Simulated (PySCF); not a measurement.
Species: 2-selenophenecarboxylic acid, C5H4O2Se.
Structure used (PBE0-D3(BJ)/def2-SVP), in Å, numbered top down from 1:
```xyz
12
C5H4O2Se angstrom
O     -2.3547    1.2143    0.4334
C     -1.8286    0.2338   -0.0294
O     -2.5225   -0.7721   -0.5871
C     -0.3816   -0.0041   -0.0526
C      0.5643    0.8723    0.4200
C      1.9040    0.4220    0.2878
C      2.0315   -0.8158   -0.2886
Se     0.3978   -1.5502   -0.7379
H     -3.4586   -0.5303   -0.5251
H      0.2733    1.8305    0.8545
H      2.7645    1.0079    0.6160
H      2.9593   -1.3536   -0.4846
```

Computed with PySCF at CAM-B3LYP/def2-SVPD, non-relativistic, on one gas-phase PBE0-D3(BJ)/def2-SVP geometry that isn't relaxed in the solvent. The solvent is an IEF-PCM continuum (cavity from Bondi-type radii × 1.2), and excitations are vertical TDDFT with non-equilibrium linear response and a frozen core. Only the electrostatic response of the medium enters. Spin–orbit coupling is left out although an atom past zinc is present.

```json
{"run": "gas", "E − E(gas) (kcal/mol)": "0.00", "HOMO (eV)": "-8.54", "HOMO–LUMO gap (eV)": "7.71", "dipole (D)": "2.14", "lowest singlet (eV)": "4.80", "static polarisability (au)": "89.5"}
{"run": "P", "E − E(gas) (kcal/mol)": "-2.97", "HOMO (eV)": "-8.48", "HOMO–LUMO gap (eV)": "7.69", "dipole (D)": "2.44", "lowest singlet (eV)": "4.70", "static polarisability (au)": "102.5"}
{"run": "Q", "E − E(gas) (kcal/mol)": "-7.10", "HOMO (eV)": "-8.46", "HOMO–LUMO gap (eV)": "7.66", "dipole (D)": "2.90", "lowest singlet (eV)": "4.68", "static polarisability (au)": "125.5"}
```

**Question.** The runs were made in acetone and cyclohexane. Which run belongs to which solvent?

**Answer.** P = cyclohexane, Q = acetone. The dielectric constants are 2.017 (cyclohexane), 20.49 (acetone), and the energy falls further as ε rises. The optical constants n² used for the excitations are 2.04, 1.85 in the same order. In this model the ground state sees the solvent through ε alone.

**Question.** How constant is the ratio of the lowering to (ε − 1)/(2ε + 1)?

**Answer.** 
| solvent | (ε − 1)/(2ε + 1) | E − E(gas) (kcal/mol) | ratio (kcal/mol) | polarisation term (kcal/mol) |
| --- | --- | --- | --- | --- |
| cyclohexane | 0.202 | -2.97 | -14.7 | -3.13 |
| acetone | 0.464 | -7.10 | -15.3 | -8.10 |

The ratio changes by +4.2 % in size from cyclohexane to acetone. The polarisation term is half the interaction of the solute with the induced surface charges.

Cost: about 80 s of CPU time on one thread; the machine was shared, so the figure is rough. This is the whole response run at CAM-B3LYP/def2-SVPD in acetone, SCF included.
